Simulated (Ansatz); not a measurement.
Two shapes of singlet H12.

Shape 1:

```xyz
12

H     1.9000    0.0000    0.3700
H     0.9500    1.6455    0.3700
H    -0.9500    1.6455    0.3700
H    -1.9000    0.0000    0.3700
H    -0.9500   -1.6455    0.3700
H     0.9500   -1.6455    0.3700
H     1.9000    0.0000   -0.3700
H     0.9500    1.6455   -0.3700
H    -0.9500    1.6455   -0.3700
H    -1.9000    0.0000   -0.3700
H    -0.9500   -1.6455   -0.3700
H     0.9500   -1.6455   -0.3700
```

Shape 2:

```xyz
12

H     1.7100    0.0000    0.3330
H     0.8550    1.4809    0.3330
H    -0.8550    1.4809    0.3330
H    -1.7100    0.0000    0.3330
H    -0.8550   -1.4809    0.3330
H     0.8550   -1.4809    0.3330
H     1.7100    0.0000   -0.3330
H     0.8550    1.4809   -0.3330
H    -0.8550    1.4809   -0.3330
H    -1.7100    0.0000   -0.3330
H    -0.8550   -1.4809   -0.3330
H     0.8550   -1.4809   -0.3330
```

Basis set: def2-SVP (spherical functions). All electrons are correlated. Charge 0, multiplicity 1.

Computed with Ansatz (development build ahead of 0.2.0); each method stands on the lowest determinant of its kind that the runs found.

(1) Which shape is lower in energy, and by how much in each method?

Results:

(1)

| method | E(2) − E(1) (eV) |
| --- | --- |
| RHF | 2.694 |
| RHF-MP2 | 2.678 |

Shape 1 is lower. Caution: no unrestricted run beside it, a lower state can exist.
